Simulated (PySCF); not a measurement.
Chlorine: a sound run and one with changed settings

Sound run: Cl⁺ [Ne] 3s2 3p4, Cl²⁺ [Ne] 3s2 3p3. All numbers are calculated (PySCF 2.14, the non-relativistic Hamiltonian (point nucleus), in def2-TZVP). In the sound run the correlated levels freeze [Ne]. The sound run starts from symmetry-adapted Hartree-Fock orbitals and uses a fine grid where one is needed.

A second run was set up differently.

```csv
species,method,sound run (hartree),changed run (hartree),converged
Cl⁺,MP2,-459.16501,-459.26390,yes
Cl⁺,CCSD(T),-459.19499,-459.29279,yes
Cl²⁺,MP2,-458.30748,-458.40602,yes
Cl²⁺,CCSD(T),-458.33237,-458.42992,yes
```

Ionisation energy of Cl⁺:

| method | sound run (eV) | changed run (eV) |
| --- | --- | --- |
| UHF | 22.582 | 22.582 |
| MP2 | 23.335 | 23.344 |
| SCS-MP2 | 23.413 | 23.414 |
| CCSD | 23.444 | 23.450 |
| CCSD(T) | 23.473 | 23.480 |

What was changed?
A. level shift left on
B. too few SCF iterations
C. all electrons correlated in a valence basis
D. basis contracted for another Hamiltonian

C. A valence basis has no tight correlating functions, so it recovers only part of the core correlation, and not evenly between atom and ion.
